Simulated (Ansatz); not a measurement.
A short molecular-dynamics run on tetraphenylborate (C₂₄H₂₀B⁻).

```yaml
crystal:
  periodic: [false, false, false]
  atoms:
    - {symbol: C, position_ang: [-2.507088, -3.123081, 2.078783]}
    - {symbol: C, position_ang: [-3.110946, -2.134908, 1.283947]}
    - {symbol: C, position_ang: [-2.320287, -1.191107, 0.608274]}
    - {symbol: C, position_ang: [-0.906748, -1.189386, 0.685528]}
    - {symbol: B, position_ang: [-0.000334, -0.000056, 0.000255]}
    - {symbol: C, position_ang: [0.044319, 1.151351, 1.174149]}
    - {symbol: C, position_ang: [-0.969196, 2.131651, 1.299891]}
    - {symbol: C, position_ang: [-1.003790, 3.047899, 2.363744]}
    - {symbol: C, position_ang: [-0.013623, 3.012301, 3.359310]}
    - {symbol: C, position_ang: [0.998035, 2.041667, 3.273759]}
    - {symbol: C, position_ang: [1.016817, 1.133386, 2.202741]}
    - {symbol: C, position_ang: [-0.635288, 0.552900, -1.412816]}
    - {symbol: C, position_ang: [-1.306864, -0.304094, -2.317582]}
    - {symbol: C, position_ang: [-1.751900, 0.129275, -3.577184]}
    - {symbol: C, position_ang: [-1.532746, 1.454964, -3.986299]}
    - {symbol: C, position_ang: [-0.855403, 2.327962, -3.119132]}
    - {symbol: C, position_ang: [-0.417468, 1.877227, -1.863167]}
    - {symbol: C, position_ang: [1.496732, -0.515049, -0.446192]}
    - {symbol: C, position_ang: [2.607617, 0.361391, -0.489227]}
    - {symbol: C, position_ang: [3.863088, -0.036290, -0.977160]}
    - {symbol: C, position_ang: [4.054411, -1.344008, -1.452689]}
    - {symbol: C, position_ang: [2.968745, -2.235093, -1.438864]}
    - {symbol: C, position_ang: [1.720337, -1.820023, -0.947331]}
    - {symbol: C, position_ang: [-0.332195, -2.188659, 1.507333]}
    - {symbol: C, position_ang: [-1.107036, -3.140395, 2.190192]}
    - {symbol: H, position_ang: [-3.121476, -3.868427, 2.610366]}
    - {symbol: H, position_ang: [-4.209823, -2.098572, 1.191429]}
    - {symbol: H, position_ang: [-2.817613, -0.419280, -0.002327]}
    - {symbol: H, position_ang: [-1.762677, 2.173282, 0.535343]}
    - {symbol: H, position_ang: [-1.812393, 3.796631, 2.418276]}
    - {symbol: H, position_ang: [-0.033355, 3.729842, 4.196172]}
    - {symbol: H, position_ang: [1.779455, 1.991215, 4.051092]}
    - {symbol: H, position_ang: [1.815779, 0.374513, 2.162108]}
    - {symbol: H, position_ang: [-1.482790, -1.351836, -2.022350]}
    - {symbol: H, position_ang: [-2.273562, -0.574601, -4.247882]}
    - {symbol: H, position_ang: [-1.881282, 1.802602, -4.972838]}
    - {symbol: H, position_ang: [-0.664997, 3.370556, -3.425970]}
    - {symbol: H, position_ang: [0.119892, 2.578658, -1.203533]}
    - {symbol: H, position_ang: [2.479594, 1.395818, -0.129444]}
    - {symbol: H, position_ang: [4.700891, 0.681598, -0.988587]}
    - {symbol: H, position_ang: [5.037840, -1.663718, -1.835102]}
    - {symbol: H, position_ang: [3.096191, -3.263755, -1.817043]}
    - {symbol: H, position_ang: [0.880767, -2.534827, -0.954954]}
    - {symbol: H, position_ang: [0.764587, -2.216819, 1.617565]}
    - {symbol: H, position_ang: [-0.614241, -3.902695, 2.817457]}
basis:
  gaussian: {orbitals: def2-SVP, fitting: {mean_field: def2-universal-jkfit}}
total_charge: -1
hamiltonian: {xc: {name: revPBE}, dispersion: d3bj}
md: {timestep: 0.5 fs, n_steps: 15, ensemble: nvt_langevin, temperature: 1500, initial_velocities: maxwell_boltzmann, friction: 0.01, seed: 808}
scf: {omitted_lower_state_checks: [starts]}
```

```sh
$ ansatz run in.yaml --threads 2 --pin off --events-out ev --progress --plain --max-ram 22528MiB --backend cuda --devices 0, --max-vram 18GiB
```

```csv
step,time (fs),potential energy (eV),kinetic (eV),T (K)
0,0.0,-25871.3421,8.5312,1467
1,0.5,-25871.1839,8.2884,1425
2,1.0,-25870.7234,7.9185,1361
3,1.5,-25870.0555,7.2032,1238
4,2.0,-25869.3446,6.4846,1115
5,2.5,-25868.7510,5.9096,1016
6,3.0,-25868.3265,5.5701,958
7,3.5,-25868.0398,5.5856,960
8,4.0,-25867.8308,5.4734,941
9,4.5,-25867.6209,5.3592,921
10,5.0,-25867.3734,5.0965,876
11,5.5,-25867.0984,4.6565,801
12,6.0,-25866.8045,4.4321,762
13,6.5,-25866.4915,4.3567,749
14,7.0,-25866.1433,3.9350,676
15,7.5,-25865.7860,3.6012,619
```

Velocities are drawn at the set temperature; a run this short doesn't reach equilibrium. Under Langevin dynamics the printed temperature counts 3N degrees of freedom, so it starts below the set value.

The highest occupied level of an anion often lies above zero with these methods, and sets without diffuse functions describe the outer electron poorly.

Frames (Å, forces in eV/Å):

```xyz
45
time=0.0 fs
C    -2.507   -3.123    2.079   -0.097   -0.119    0.083
C    -3.111   -2.135    1.284   -0.162    0.014   -0.022
C    -2.320   -1.191    0.608   -0.062    0.136   -0.102
C    -0.907   -1.189    0.686    0.046    0.063   -0.032
B     0.000    0.000    0.000    0.000    0.000    0.000
C     0.044    1.151    1.174   -0.004   -0.061   -0.058
C    -0.969    2.132    1.300   -0.122   -0.012   -0.133
C    -1.004    3.048    2.364   -0.124    0.108   -0.003
C    -0.014    3.012    3.359   -0.003    0.114    0.132
C     0.998    2.042    3.274    0.122   -0.016    0.109
C     1.017    1.133    2.203    0.120   -0.134   -0.023
C    -0.635    0.553   -1.413    0.034   -0.028    0.070
C    -1.307   -0.304   -2.318   -0.016   -0.169    0.066
C    -1.752    0.129   -3.577   -0.078   -0.113   -0.091
C    -1.533    1.455   -3.986   -0.056    0.055   -0.156
C    -0.855    2.328   -3.119    0.032    0.158   -0.034
C    -0.417    1.877   -1.863    0.093    0.098    0.122
C     1.497   -0.515   -0.446   -0.075    0.027    0.020
C     2.608    0.361   -0.489   -0.043    0.166    0.060
C     3.863   -0.036   -0.977    0.118    0.115    0.004
C     4.054   -1.344   -1.453    0.156   -0.051   -0.059
C     2.969   -2.235   -1.439    0.008   -0.156   -0.053
C     1.720   -1.820   -0.947   -0.152   -0.100    0.005
C    -0.332   -2.189    1.507    0.180    0.015    0.008
C    -1.107   -3.140    2.190    0.084   -0.109    0.089
H    -3.121   -3.868    2.610   -0.002   -0.003    0.001
H    -4.210   -2.099    1.191   -0.005    0.000    0.002
H    -2.818   -0.419   -0.002    0.014   -0.016    0.014
H    -1.763    2.173    0.535    0.019   -0.003    0.016
H    -1.812    3.797    2.418   -0.004    0.003    0.003
H    -0.033    3.730    4.196    0.000    0.003    0.002
H     1.779    1.991    4.051    0.001    0.000    0.005
H     1.816    0.375    2.162   -0.019    0.016   -0.001
H    -1.483   -1.352   -2.022    0.007    0.024   -0.005
H    -2.274   -0.575   -4.248   -0.001   -0.002   -0.005
H    -1.881    1.803   -4.973   -0.002    0.001   -0.003
H    -0.665    3.371   -3.426    0.001    0.004   -0.004
H     0.120    2.579   -1.204   -0.011   -0.019   -0.013
H     2.480    1.396   -0.129    0.000   -0.024   -0.009
H     4.701    0.682   -0.989    0.005    0.002   -0.002
H     5.038   -1.664   -1.835    0.004   -0.001   -0.001
H     3.096   -3.264   -1.817    0.002   -0.004   -0.003
H     0.881   -2.535   -0.955    0.017    0.019    0.000
H     0.765   -2.217    1.618   -0.025    0.003   -0.004
H    -0.614   -3.903    2.817    0.000   -0.003    0.005
45
time=1.5 fs
C    -2.519   -3.140    2.062    1.229    2.206   -1.260
C    -3.144   -2.142    1.274   -0.528    0.316   -0.215
C    -2.298   -1.156    0.590   -2.317   -2.385    1.092
C    -0.911   -1.214    0.686    0.569    1.131   -0.611
B    -0.009   -0.007    0.002    0.364    0.194   -0.156
C     0.055    1.157    1.190   -0.673   -0.718   -1.308
C    -0.986    2.115    1.298    2.983    0.045    2.810
C    -0.992    3.030    2.353    0.118    0.722    0.884
C    -0.005    3.028    3.379   -0.281   -2.353   -2.910
C     0.980    2.036    3.276    1.626    0.260    1.805
C     1.026    1.140    2.186    1.064   -0.372    1.488
C    -0.637    0.571   -1.430    0.263   -0.765    0.979
C    -1.282   -0.304   -2.334   -0.411    0.118    0.765
C    -1.764    0.142   -3.563    0.761   -0.408   -0.088
C    -1.517    1.449   -3.972    0.304    0.669    0.998
C    -0.879    2.355   -3.094    0.006   -0.570   -0.132
C    -0.423    1.894   -1.843    0.084    0.673   -0.381
C     1.502   -0.514   -0.459   -0.573    0.489    0.484
C     2.604    0.378   -0.475    0.449   -0.075   -0.356
C     3.864   -0.061   -0.976    1.097    2.229    0.170
C     4.079   -1.341   -1.484   -2.851   -0.545    0.886
C     2.953   -2.248   -1.429    0.869    0.165   -0.243
C     1.700   -1.834   -0.933    1.918    0.961   -0.181
C    -0.329   -2.205    1.498    1.029    0.140    0.324
C    -1.102   -3.132    2.184   -0.057   -2.067    1.036
H    -3.121   -3.793    2.607   -1.162   -1.684    1.155
H    -4.340   -2.188    1.236    2.351    0.462   -0.202
H    -2.843   -0.488   -0.061    0.027    0.840   -0.401
H    -1.723    2.214    0.611   -2.662   -0.013   -2.729
H    -1.772    3.805    2.417   -0.217    0.033   -0.116
H     0.005    3.691    4.166   -0.158    1.963    2.169
H     1.788    2.006    4.153   -1.319   -0.158   -1.727
H     1.851    0.376    2.248   -0.624    0.387   -0.505
H    -1.505   -1.338   -2.020    0.226    0.013   -0.044
H    -2.143   -0.618   -4.233   -0.616   -0.266   -0.635
H    -1.777    1.805   -4.939   -0.548    0.322   -1.356
H    -0.709    3.387   -3.430    0.091    0.152    0.045
H     0.151    2.594   -1.212   -0.143   -0.106    0.132
H     2.487    1.445   -0.129    0.059   -0.863   -0.202
H     4.749    0.709   -0.996   -1.294   -1.160    0.053
H     5.025   -1.642   -1.846    1.446   -0.536   -0.610
H     3.095   -3.296   -1.779   -0.077    0.280    0.058
H     0.904   -2.531   -0.871   -1.170   -0.970   -0.050
H     0.788   -2.191    1.620   -0.684   -0.144   -0.089
H    -0.618   -3.988    2.813   -0.564    1.387   -0.827
45
time=3.5 fs
C    -2.529   -3.156    2.039    1.265    3.221   -1.748
C    -3.189   -2.153    1.260    0.351    0.056    0.248
C    -2.268   -1.121    0.575   -5.176   -3.728    1.215
C    -0.919   -1.248    0.681    1.654    2.245   -1.124
B    -0.018   -0.014    0.003    0.739    0.425   -0.358
C     0.067    1.165    1.208   -1.276   -1.604   -2.596
C    -0.999    2.095    1.306    2.438    0.424    2.199
C    -0.978    3.013    2.345   -0.139    1.752    1.737
C     0.006    3.040    3.393   -0.500   -2.467   -3.041
C     0.963    2.030    3.282    2.278    0.439    2.401
C     1.042    1.142    2.170    1.402   -0.003    3.124
C    -0.642    0.596   -1.447    0.546   -1.540    1.776
C    -1.250   -0.307   -2.353   -0.834    0.760    1.549
C    -1.778    0.153   -3.547    1.425   -0.955   -0.538
C    -1.497    1.445   -3.946    0.066    1.655    0.654
C    -0.915    2.393   -3.064    0.221   -0.667   -0.214
C    -0.431    1.922   -1.823    0.009    0.911   -0.787
C     1.510   -0.509   -0.475   -1.096    0.810    0.980
C     2.605    0.397   -0.461    0.775   -0.640   -0.804
C     3.867   -0.091   -0.972    1.357    3.641    0.158
C     4.102   -1.337   -1.517   -4.069   -1.546    1.183
C     2.933   -2.264   -1.418    1.657    0.420   -0.389
C     1.680   -1.853   -0.914    2.660    1.317   -0.266
C    -0.322   -2.222    1.485    1.576    0.090    0.848
C    -1.101   -3.126    2.178   -0.293   -3.236    1.203
H    -3.130   -3.746    2.639   -1.335   -2.058    1.449
H    -4.440   -2.280    1.299    3.185    0.971   -0.574
H    -2.874   -0.567   -0.136    0.484    1.112   -0.302
H    -1.756    2.264    0.620   -1.749   -0.320   -2.039
H    -1.743    3.818    2.411   -0.107   -0.225   -0.213
H     0.049    3.689    4.206   -0.306    1.643    1.630
H     1.773    2.023    4.228   -1.632   -0.367   -2.444
H     1.867    0.391    2.344   -0.702    0.273   -1.072
H    -1.514   -1.320   -2.028    0.413   -0.262    0.045
H    -1.971   -0.662   -4.231   -0.960   -0.168   -0.941
H    -1.655    1.809   -4.932   -0.657    0.218   -1.463
H    -0.761    3.435   -3.422    0.071   -0.301    0.199
H     0.203    2.596   -1.225   -0.271   -0.040    0.321
H     2.519    1.491   -0.131   -0.022   -1.448   -0.295
H     4.761    0.711   -1.020   -1.585   -1.522    0.194
H     5.056   -1.630   -1.876    1.210   -0.532   -0.571
H     3.086   -3.329   -1.719   -0.082    0.345    0.005
H     0.908   -2.560   -0.743   -1.116   -0.912   -0.135
H     0.809   -2.157    1.634   -1.204   -0.335   -0.214
H    -0.636   -4.065    2.779   -0.671    2.145   -0.989
45
time=5.5 fs
C    -2.537   -3.165    2.010   -0.327    1.929    0.046
C    -3.232   -2.164    1.250    1.875   -0.015    0.511
C    -2.253   -1.099    0.572   -7.077   -3.662    0.121
C    -0.924   -1.280    0.677    2.268    3.072   -1.490
B    -0.018   -0.020   -0.001    0.804    0.635   -0.380
C     0.080    1.178    1.217   -1.413   -2.391   -3.205
C    -1.006    2.075    1.321   -0.260    1.467   -0.467
C    -0.965    3.003    2.345   -0.634    2.307    1.869
C     0.016    3.037    3.392   -0.667   -0.064   -0.122
C     0.957    2.028    3.297    2.208    0.176    1.625
C     1.065    1.147    2.160    0.703    0.851    3.919
C    -0.646    0.620   -1.459    0.835   -2.086    2.166
C    -1.217   -0.310   -2.366   -1.255    1.264    1.946
C    -1.790    0.158   -3.537    2.001   -1.451   -1.104
C    -1.478    1.447   -3.919   -0.411    2.682   -1.218
C    -0.956    2.431   -3.032    0.516   -0.602   -0.429
C    -0.435    1.953   -1.809    0.036    0.910   -0.658
C     1.512   -0.501   -0.486   -1.165    0.781    1.181
C     2.611    0.411   -0.452    0.754   -1.770   -1.225
C     3.875   -0.112   -0.964    0.488    3.169   -0.076
C     4.118   -1.336   -1.548   -2.756   -2.649    0.797
C     2.914   -2.285   -1.402    2.342    0.882   -0.520
C     1.674   -1.869   -0.898    1.136    0.388    0.473
C    -0.309   -2.236    1.475    0.564   -0.143    1.287
C    -1.104   -3.128    2.174   -0.647   -2.622    0.248
H    -3.152   -3.765    2.706    0.198   -0.530   -0.290
H    -4.421   -2.331    1.332    2.308    1.173   -0.752
H    -2.888   -0.602   -0.224    1.351    0.612    0.738
H    -1.832    2.314    0.553    1.189   -1.142    0.694
H    -1.718    3.827    2.409   -0.025   -0.396   -0.243
H     0.058    3.740    4.300   -0.454   -0.637   -1.329
H     1.710    2.033    4.220   -0.947   -0.526   -1.873
H     1.857    0.414    2.400   -0.107   -0.319   -1.279
H    -1.491   -1.319   -2.041    0.526   -0.364    0.134
H    -1.835   -0.683   -4.242   -1.104    0.241   -0.808
H    -1.550    1.823   -4.967   -0.568   -0.421    0.193
H    -0.810    3.481   -3.409    0.042   -0.655    0.327
H     0.253    2.595   -1.217   -0.572   -0.102    0.195
H     2.552    1.500   -0.141   -0.128   -1.188   -0.158
H     4.715    0.650   -1.037   -0.473   -0.538    0.268
H     5.145   -1.640   -1.926   -1.157    0.121    0.286
H     3.060   -3.353   -1.631    0.073   -0.084   -0.217
H     0.886   -2.629   -0.604    0.574    0.723   -0.783
H     0.790   -2.129    1.650   -0.508   -0.443   -0.187
H    -0.685   -4.066    2.699   -0.137    1.417   -0.213
45
time=7.5 fs
C    -2.548   -3.162    1.984   -0.976    0.839    1.517
C    -3.267   -2.173    1.242    5.590    0.613    0.232
C    -2.260   -1.093    0.571   -6.070   -4.166    0.168
C    -0.922   -1.298    0.671    1.764    3.332   -1.542
B    -0.014   -0.024   -0.008    0.777    0.790   -0.312
C     0.090    1.188    1.216   -0.978   -2.838   -2.951
C    -1.016    2.051    1.330   -0.812    2.066   -1.200
C    -0.958    2.997    2.343   -0.506    1.869    1.679
C     0.022    3.034    3.386   -0.836    0.741    0.926
C     0.960    2.029    3.317    0.299   -0.123   -1.457
C     1.089    1.161    2.161   -0.746    1.687    3.591
C    -0.642    0.635   -1.467    1.017   -2.010    2.314
C    -1.188   -0.312   -2.371   -1.661    1.060    2.010
C    -1.796    0.152   -3.533    2.543   -1.217   -1.453
C    -1.466    1.451   -3.894   -0.733    2.881   -2.223
C    -1.002    2.464   -3.005    0.861   -1.024   -0.154
C    -0.445    1.986   -1.793   -0.113    0.476   -0.598
C     1.509   -0.492   -0.496   -0.890    0.642    1.279
C     2.620    0.421   -0.450    0.617   -3.483   -1.605
C     3.888   -0.127   -0.953   -1.837    0.852   -0.375
C     4.129   -1.344   -1.582   -2.587   -2.393    1.182
C     2.904   -2.299   -1.385    2.648    0.479   -0.705
C     1.671   -1.881   -0.877    0.626    0.311    0.898
C    -0.292   -2.255    1.465   -1.334   -0.048    1.239
C    -1.108   -3.133    2.169   -1.794   -0.270   -1.410
H    -3.182   -3.794    2.753    1.141    0.479   -1.539
H    -4.322   -2.331    1.333   -1.315    0.817   -0.587
H    -2.840   -0.647   -0.277    0.967    0.876    0.631
H    -1.857    2.303    0.493    1.912   -1.314    1.704
H    -1.689    3.815    2.413   -0.478    0.030   -0.262
H     0.059    3.758    4.353   -0.505   -1.289   -2.315
H     1.622    2.021    4.148    1.391   -0.571    0.961
H     1.846    0.440    2.405    0.756   -1.070   -1.114
H    -1.450   -1.338   -2.054    0.671   -0.010    0.114
H    -1.754   -0.679   -4.270   -1.173    0.447   -0.568
H    -1.472    1.838   -4.980   -0.684   -0.756    1.046
H    -0.860    3.504   -3.383    0.048   -0.394    0.191
H     0.267    2.611   -1.198   -0.771   -0.149    0.074
H     2.567    1.470   -0.137   -0.162   -0.060    0.137
H     4.651    0.581   -1.039    1.990    1.643    0.116
H     5.192   -1.626   -1.982   -1.970    0.189    0.598
H     3.036   -3.390   -1.548    0.152    0.199   -0.288
H     0.880   -2.660   -0.492    1.229    1.329   -1.267
H     0.758   -2.120    1.659    0.917   -0.400    0.015
H    -0.746   -4.014    2.631    1.013   -1.064    1.306
```

It took 55 s on 2 threads of AMD EPYC 7R13 on a shared host and a share (18 GiB) of an NVIDIA H100 80GB HBM3.
